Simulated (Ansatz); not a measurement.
## Multireference treatment of TiN, doublet

Computed with Ansatz's Gaussian-basis code (development build). Basis def2-SVP, nonrelativistic, 6 orbitals frozen in the corrections. State-specific CASSCF; RHF is the lowest restricted (open-shell) Hartree–Fock solution met. Letters tell apart solutions met in one space. A minimal or small basis: far from the basis limit. Solutions may break the symmetry of the shape. The lowest solution met needn't be the lowest there is, nor hold the orbitals that a chemist would pick.

Geometry: bond length 2.3730 Å.

CASSCF less RHF, in eV, and natural occupations:

| CAS | CASSCF | occupations |
| --- | --- | --- |
| (7,9) a | -5.831 | 1.96, 1.18, 1.18, 1.00, 0.81, 0.81, 0.04, 0.01, 0.01 |
| (7,9) b | -5.253 | 1.89, 1.49, 1.00, 1.00, 1.00, 0.49, 0.04, 0.04, 0.04 |

(1) What totals less RHF do the corrections give on each solution?

(2) In CAS(7,9), is the solution lowest in CASSCF also lowest after SC-NEVPT2?

Answers

(1) 

```csv
CAS,SC-NEVPT2
"(7,9) a",-11.970
"(7,9) b",-11.923
```

(2) Yes: (7,9) a stays lowest, 0.05 eV under the next.
